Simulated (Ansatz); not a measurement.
The same path of F6W + H3P (11 atoms, charge 0, multiplicity 1) was run twice with different band settings. Lost on the way: P8–H11. Made: W1–P8, F2–H11.

Theory: RKS PBE/def2-SVP (Ansatz).

Relaxed end points:

```xyz
11
Properties=species:S:1:pos:R:3
W -0.632 -0.257 -0.324
F -0.410 -0.170 1.524
F 1.205 -0.052 -0.548
F -0.869 1.587 -0.388
F -2.466 -0.483 -0.096
F -0.410 -2.105 -0.259
F -0.844 -0.347 -2.171
P 2.731 2.335 1.296
H 3.326 3.104 2.360
H 3.960 1.634 1.026
H 2.278 1.312 2.205
```

```xyz
11
Properties=species:S:1:pos:R:3
W 0.160 0.268 -0.191
F 0.718 -0.832 1.918
F 1.808 -0.599 -0.418
F -0.162 2.004 -0.834
F -1.115 0.821 1.064
F -0.724 -1.377 -0.026
F 0.032 -0.011 -2.040
P 1.816 1.628 1.304
H 2.807 1.884 0.302
H 1.198 2.919 1.295
H 1.331 -0.148 2.253
```

Common settings: movable images 7; climbing image yes; optimiser quadratic models (default); start path through a guess of the saddle point; force threshold 0.05 eV/Å; iteration limit 60; end points relaxed.

| run | spring |
| --- | --- |
| 1 | 5.0 eV/Å² |
| 2 | 50.0 eV/Å² |

Q: What does each run give, and how far can it be trusted?

A: Run 1: converged after 37 iterations, highest image 1.633 eV above the first end. A structure lower than the first end lies on the path between it and the top, so the climb from that side starts below the end, which may itself be a saddle point or a shallow side well. A vibrational analysis at the climbing image gives 2 clearly imaginary modes (70i, 43i cm⁻¹): a point of higher order, so a lower path passes nearby.
Run 2: converged after 44 iterations, highest image 1.597 eV above the first end. A structure lower than the first end lies on the path between it and the top, so the climb from that side starts below the end, which may itself be a saddle point or a shallow side well. The order of the stationary point at the top wasn't checked.
The orbitals stay closed-shell, which can raise the energy where a bond breaks towards radicals; this wasn't checked here.
